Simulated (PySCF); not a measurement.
# Silver: a sound run and one with changed settings

Sound run: Ag²⁺ [Kr] 4d9, Ag³⁺ [Kr] 4d8. Calculation: PySCF 2.14, in x2c-TZVPall (8s6p6d1f, 63 functions); scalar relativity by spin-free X2C-1e. The sound run starts from symmetry-adapted Hartree-Fock orbitals and uses a fine grid where one is needed.

A second run was set up differently.

| species | method | sound run (hartree) | changed run (hartree) | converged |
| --- | --- | --- | --- | --- |
| Ag²⁺ | UHF | -5311.85218 | -5311.78526 | no |
| Ag²⁺ | r2SCAN | -5314.30770 | -5314.00877 | no |
| Ag²⁺ | B3LYP | -5314.36109 | -5314.01949 | no |
| Ag³⁺ | UHF | -5310.64093 | -5310.61244 | no |
| Ag³⁺ | r2SCAN | -5313.03294 | -5312.92432 | no |
| Ag³⁺ | B3LYP | -5313.07272 | -5312.94388 | no |

Problem. What was changed?
A. a valence shell is frozen
B. too few SCF iterations
C. radial grid too coarse
D. angular grid far too coarse

Solution. B. It used initial guess 1e, at most 3 SCF cycles. The SCF was stopped early; the energies are upper bounds that still move, and correlated levels were skipped or rest on poor orbitals.
